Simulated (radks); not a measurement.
Q: All-electron atom: Nb+ in [Kr] 4d4. All-electron calculation, scalar-relativistic Kohn-Sham, HCTH/407, spin-polarised, spherical densities, finite nucleus; open shells are filled with parallel spins first (spin-orbit coupling, left out, can overturn this in heavy ions); Fermi nuclear charge, rms radius 4.324 fm. Program: a radial shooting solver on a logarithmic mesh with Libxc functionals. Some entries of the table are withheld. Estimate them.

orbital  occ.  eigenvalue (hartree)  <r^2> (bohr^2)  <r> (bohr)
1s down     1             -691.1465        0.001759     0.03611
1s up       1             -691.1459        0.001759     0.03611
2s up       1             -97.02818         0.02945      0.1581
2s down     1             -97.01406         0.02945      0.1581
2p up       3             -86.73171         0.02317      0.1377
2p down     3             -86.72132         0.02317      0.1377
3s up       1             -16.40839          0.2247      0.4428
3s down     1             -16.40232          0.2247      0.4428
3p up       3             -13.03383          0.2307      0.4451
3p down     3             -13.02685          0.2306      0.4451
3d up       5              -7.51029             (1)      0.4316
3d down     5              -7.49830             (2)      0.4315
4s up       1              -2.41369           1.536         (3)
4s down     1              -2.32556           1.511         (4)
4p up       3                   (5)           1.959       1.307
4p down     3                   (6)           1.960       1.303
4d up       4              -0.37685           4.765       1.981

A: 
(1) 3d up <r^2> (bohr^2): 0.2246
(2) 3d down <r^2> (bohr^2): 0.2244
(3) 4s up <r> (bohr): 1.164
(4) 4s down <r> (bohr): 1.154
(5) 4p up eigenvalue (hartree): -1.54378
(6) 4p down eigenvalue (hartree): -1.44419
